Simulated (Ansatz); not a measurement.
CH7GaSi2. Total charge 0; spin multiplicity 1. The bonds changed during the relaxation, so this is another structure than the one it started from. All single points use the PBE0-D4/def2-TZVP geometry.

```xyz
11

C     0.000    0.627    1.732
Si   -0.202    0.757   -0.131
Si    0.190   -1.229   -1.304
Ga   -0.087   -1.032   -3.867
H    -0.692   -0.113    2.140
H     1.015    0.316    1.986
H    -0.198    1.588    2.214
H     0.724    1.805   -0.659
H    -0.736   -2.261   -0.728
H     1.572   -1.685   -0.935
H    -1.585    1.227   -0.449
```

What is the dipole moment at r2SCAN/def2-TZVPP? (Best estimate.)

Computed: 0.66 D, with components (-0.02, -0.16, -0.64) D in this frame, pointing from negative to positive charge.

And with PBE, B3LYP, ωB97M-V? (An estimate is asked.)

Ansatz gave: PBE 0.84 D, B3LYP 0.95 D, ωB97M-V 1.00 D.

Give the Mulliken charges with r2SCAN, PBE, ωB97M-V in def2-TZVPP. (An estimate is asked.)

The calculation gave: 
```tsv
atom	r2SCAN	PBE	ωB97M-V
C1	-0.30	-0.37	-0.44
Si2	0.24	0.17	0.16
Si3	-0.10	-0.12	-0.15
Ga4	0.26	0.25	0.23
H5	0.08	0.11	0.12
H6	0.08	0.11	0.12
H7	0.08	0.11	0.12
H8	-0.09	-0.07	-0.05
H9	-0.08	-0.06	-0.03
H10	-0.08	-0.06	-0.03
H11	-0.09	-0.07	-0.05
```

B3LYP here is the variant with VWN-RPA as its local correlation; programs differ in this.
